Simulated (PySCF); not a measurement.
C₆H₁₀. Atoms are numbered in the order given.

```xyz
16

C      2.6520     0.0000    -0.8733
C      2.0701     0.0000     0.5485
C      0.6065     0.0000     0.5755
C     -0.6065     0.0000     0.5755
C     -2.0701     0.0000     0.5485
C     -2.6520     0.0000    -0.8733
H      2.3220     0.8891    -1.4322
H      3.7528     0.0000    -0.8426
H      2.3220    -0.8891    -1.4322
H      2.4437     0.8805     1.1014
H      2.4437    -0.8805     1.1014
H     -2.4437     0.8805     1.1014
H     -2.4437    -0.8805     1.1014
H     -2.3220    -0.8891    -1.4322
H     -3.7528     0.0000    -0.8426
H     -2.3220     0.8891    -1.4322
```
Charge 0, spin multiplicity 1.

Coordinates come from a B3LYP-D3(BJ)/def2-SVP optimisation.

These are PBE/def2-TZVP in PySCF values and carry that method's errors.

Atomic charges (e):

```tsv
atom	meta-Löwdin	Löwdin
C1	-0.33	-0.30
C2	-0.20	-0.28
C3	-0.08	-0.09
C4	-0.08	-0.09
C5	-0.20	-0.28
C6	-0.33	-0.30
H7	0.12	0.12
H8	0.11	0.12
H9	0.12	0.12
H10	0.13	0.15
H11	0.13	0.15
H12	0.13	0.15
H13	0.13	0.15
H14	0.12	0.12
H15	0.11	0.12
H16	0.12	0.12
```

Computed Mayer and Wiberg (Löwdin basis) orders of the bonds:
```csv
bond,Mayer,Wiberg
C1–C2,1.02,1.27
C2–C3,1.13,1.31
C3–C4,2.74,2.73
C4–C5,1.13,1.31
C5–C6,1.02,1.27
C1–H7,0.97,0.91
C1–H8,0.96,0.91
C1–H9,0.97,0.91
C2–H10,0.95,0.82
C2–H11,0.95,0.82
C5–H12,0.95,0.82
C5–H13,0.95,0.82
C6–H14,0.97,0.91
C6–H15,0.96,0.91
C6–H16,0.97,0.91
```
